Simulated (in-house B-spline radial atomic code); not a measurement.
Configurations of Nd IV (Nd3+), with energies counted from [Xe] (4f5/2)3. Level of theory: Dirac-Hartree-Fock, average of each configuration as written, Fermi nucleus of rms radius 4.9123 fm; calculated with a radial B-spline atomic code at the basis-set limit. Energies include first-order Breit, QED and recoil terms.

Occupations are held fixed; configurations that lie above the ionisation limit could autoionise.

```csv
configuration,E - E(ref) (eV),highest orbital,its <r> (bohr)
[Xe] (4f7/2)3,1.4742,4f7/2,0.9412
[Xe] (4f7/2)2 (7d3/2)1,29.483,7d3/2,8.375
[Xe] (4f5/2)1 (4f7/2)1 (8g9/2)1,35.065,8g9/2,21.38
[Kr] 4d10 (4f5/2)1 (4f7/2)2 5s2 (5p1/2)2 (5p3/2)3 (9p1/2)1,48.37,9p1/2,14.59
[Kr] (4d3/2)4 (4d5/2)5 (4f7/2)3 5s2 5p6 8s1,151.74,8s1/2,9.267
[Kr] (4d3/2)4 (4d5/2)5 (4f5/2)1 (4f7/2)2 5s2 5p6 (8g9/2)1,156.3,8g9/2,21.38
[Kr] (4d3/2)3 (4d5/2)6 (4f5/2)1 (4f7/2)2 5s2 5p6 (9p1/2)1,157.3,9p1/2,14.49
[Kr] (4d3/2)3 (4d5/2)6 (4f7/2)3 5s2 5p6 (9g9/2)1,158.25,9g9/2,27.73
```

(1) Order these further configurations by energy, lowest first.
A. [Xe] (4f7/2)2 8s1
B. [Kr] (4d3/2)4 (4d5/2)5 (4f5/2)1 (4f7/2)2 5s2 5p6 (6p1/2)1
C. [Xe] (4f7/2)2 (6f5/2)1
D. [Xe] (4f7/2)2 (9f5/2)1
E. [Kr] 4d10 (4f7/2)3 5s2 (5p1/2)1 (5p3/2)4 7s1

(2) How far above the reference does [Kr] (4d3/2)4 (4d5/2)5 (4f5/2)3 5s2 5p6 (7f7/2)1 lie?

(3) How far above the reference does [Kr] 4d10 (4f7/2)3 5s2 (5p1/2)2 (5p3/2)3 (5g9/2)1 lie?

(4) How far above the reference does [Xe] (4f5/2)1 (4f7/2)1 (8p1/2)1 lie?

Results:

(1) A (29.703 eV), C (29.984 eV), D (35.202 eV), E (42.911 eV), B (138.19 eV).

(2) 149.57 eV; its least bound orbital is 7f7/2 with <r> = 12.15 bohr.

(3) 45.036 eV; its least bound orbital is 5g9/2 with <r> = 6.831 bohr.

(4) 30.566 eV; its least bound orbital is 8p1/2 with <r> = 10.17 bohr.
